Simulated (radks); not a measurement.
Results of a calculation; reference values are marked as such.
Ionisation of Ta+, [Xe] 4f14 5d3 6s1, to Ta2+, [Xe] 4f14 5d3, under several functionals. Scalar-relativistic Kohn-Sham, spin-unpolarised, spherical densities, finite nucleus; a radial shooting solver on a logarithmic mesh with Libxc functionals. Known Delta-SCF values: AM05 14.922 eV. What does exchange-only r2SCAN give, and what is its highest occupied eigenvalue?

Answer. 13.739 eV by Delta-SCF; the 5d eigenvalue is -9.394 eV. NIST: 16.2 eV (semi-empirical).

Beside tabulated values, note that spin-unpolarised runs miss the spin-polarisation part of the exchange energy of open shells.
